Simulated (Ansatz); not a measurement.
Species: HBr, charge 1, doublet. HBr+ (parent SMILES Br, doublet).
B3LYP-D3(BJ)/def2-TZVP minimum from Ansatz (a quantum-chemistry and plane-wave program):
```xyz
2

Br     0.0000     0.0000    -0.0405
H      0.0000     0.0000     1.4192
```
Charge +1, spin multiplicity 2.

Total energies in cc-pVTZ, 7 correlated electrons, 14 frozen orbitals. Radicals and triplets start from unrestricted determinants; spin-orbit coupling is neglected. Correlated methods leave the cores frozen (noble-gas shells, and filled d and f shells in the p block). No relativity. Spin-orbit terms, left out, reach several kcal/mol for Br and I, and more for heavier atoms. The spin of HBr+ (parent SMILES Br, doublet) was assumed, and the state is the lowest solution found for it.

| method | program | energy (Eh) | minus CCSDTQ (mEh) |
|---|---|---|---|
| HF | Ansatz | -2572.65605 | 165.71 |
| MP2 | Ansatz | -2572.79399 | 27.78 |
| CCSD | Ansatz | -2572.81623 | 5.53 |
| CCSD(T) | Ansatz | -2572.82098 | 0.78 |
| CCSDT(Q) | Ansatz | -2572.82175 | 0.01 |
| CCSDTQ | Ansatz | -2572.82176 | 0.00 |

Rough core times of Ansatz's runs on a shared machine: CCSD(T) under 20 s, CCSDT(Q) 30 s, CCSDTQ 9 min.
